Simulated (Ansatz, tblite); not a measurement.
Removing an electron: GeH2Me(NHMe) (C2H9GeN). Charge 0, multiplicity 1. Geometry: PBE0-D4/def2-SVP. Ansatz, gas phase; energy differences of separate SCF runs; the oxidised species was run as a doublet alone.

Cartesian coordinates in Å:
```
Ge -0.7395 -0.4304 0.2012
H -0.5645 -1.2628 1.4884
H -2.0265 0.4287 0.3542
C -0.8754 -1.5537 -1.3825
H -1.7492 -2.2173 -1.3107
H 0.0295 -2.1688 -1.4877
H -0.9883 -0.9359 -2.2858
N 0.7896 0.5744 0.0309
C 1.2053 1.4663 1.0868
H 0.9022 0.9871 -0.8905
H 0.5854 2.3798 1.2070
H 1.1838 0.9366 2.0538
H 2.2476 1.7960 0.9348
```

The xTB rows come from tblite.

```
              level  −HOMO (eV)  vertical IE (eV)  −LUMO (eV)  HOMO–LUMO gap (eV)
           GFN1-xTB       10.66             13.99        5.35                5.31
           GFN2-xTB        9.81             13.22        2.59                7.22
   PBE-D4/def2-TZVP        5.07              8.41       -0.11                5.18
r2SCAN-D4/def2-TZVP        5.34              8.39       -0.58                5.92
  PBE0-D4/def2-TZVP        6.45              8.52       -0.94                7.39
```

 Raw xTB energy differences between charge states are shifted by several eV; the methods need an empirical correction for them.
